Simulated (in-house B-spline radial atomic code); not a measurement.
How numerical settings move a run on Xe, [Kr] 4d10 5s2 5p6. Computed with an all-electron radial atomic-structure program (B-spline basis): Dirac-Kohn-Sham LDA VWN5, spherical fractional occupations, Fermi nucleus of rms radius 4.7859 fm.

Command:
```bash
python run_scf.py task.json out
```
Settings of the sound reference run:
```
Z                54
electrons        54
configuration    [Kr] 4d10 5s2 5p6
hamiltonian      dirac
method           lda,vwn
spin_polarised   False
nucleus          fermi
rms_radius       4.7859
mass_number      132
atomic_mass      131.9042
speed_of_light   137.036
knot_spacing     0.22
spline_order     8
gauss_points     12
box_radius       50
max_iterations   70
damping          0.5
damped_steps     3
diis_vectors     10
tolerance        1e-08
start            Thomas-Fermi
```

Cost of the run: 2 s on 1 thread of Arm Neoverse N1, with other jobs on the host.

It converges in 10 iterations to -7444.084017 hartree, with 5p3/2 at -7.99532 eV. The other runs change the listed settings, some to values that make no sense; their results aren't properties of the atom or ion. Radii are in bohr (the nuclear one in fm), a minus after a letter asks for a j subshell, and «unchanged» means within 1e-8 hartree. The run stops when the residual is below 10 × tolerance × max(1, Z/10), or a noise floor if that is larger, and the energy moves by less than 1e-8 × √|E| hartree; so very loose and very tight tolerances often act alike.

| changed settings | outcome |
| --- | --- |
| knot_spacing = 0.55, gauss_points = 6, max_iterations = 75, damped_steps = 0 | converged in 8 iterations, energy +5.62e-01 hartree from the reference, 5p3/2 level -1.5e-02 eV |
| spline_order = 4, first_knot = 1.85e-05, max_iterations = 50, damping = 0 | converged in 12 iterations, energy +4.41e-03 hartree from the reference, 5p3/2 level -4.2e-05 eV |
| electrons = 57, configuration = [Kr] 4d10 5s2 5p6 6s3, max_iterations = 100 | stopped with error: shell 6s holds at most 2 electrons |
| damped_steps = 0 | converged in 8 iterations, energy unchanged, 5p3/2 level -1.3e-05 eV |
| gauss_points = 6, max_iterations = 8, damped_steps = 8 | not converged after 8 iterations, last residual 1.9e-04, last energy +1.03e-06 hartree from the reference |
| first_knot = 0.00556, max_iterations = 2, damped_steps = 8 | not converged after 2 iterations, last residual 2.9e-01, last energy +3.08e+00 hartree from the reference |
| damped_steps = 1 | converged in 9 iterations, energy unchanged, 5p3/2 level +3.1e-06 eV |
| gauss_points = 3 | converged in 10 iterations, energy +4.84e-04 hartree from the reference, 5p3/2 level +1.2e-05 eV |
| box_radius = 2, first_knot = 1.85e-06, max_iterations = 8, damping = 0 | converged in 8 iterations, energy +1.90e+01 hartree from the reference, 5p3/2 level +9.9e+01 eV (the program warns: 5p3/2 has a positive eigenvalue: unbound, held by the box; 4d3/2 has a positive eigenvalue: unbound, held by the box) |
| tolerance = 1e-13 | converged in 10 iterations, energy unchanged |
| electrons = 55, configuration = [Kr] 4d10 5s2 5p6 6s-1, max_iterations = 60 | stopped with error: j subshells need the Dirac Hamiltonian and l > 0 |

Task: What happens with damped_steps = 30?

Result: Converged in 17 iterations, energy unchanged, 5p3/2 level +7.9e-06 eV.

Task: What happens with gauss_points = 4?

Result: Converged in 10 iterations, energy +2.65e-06 hartree from the reference, 5p3/2 level +2.8e-07 eV.

Task: What happens with method = hf, spin_polarised = True?

Result: Stopped with error: spin polarisation is not served with the Dirac Hamiltonian.

Task: What happens with gauss_points = 5?

Result: Converged in 10 iterations, energy -3.57e-08 hartree from the reference.
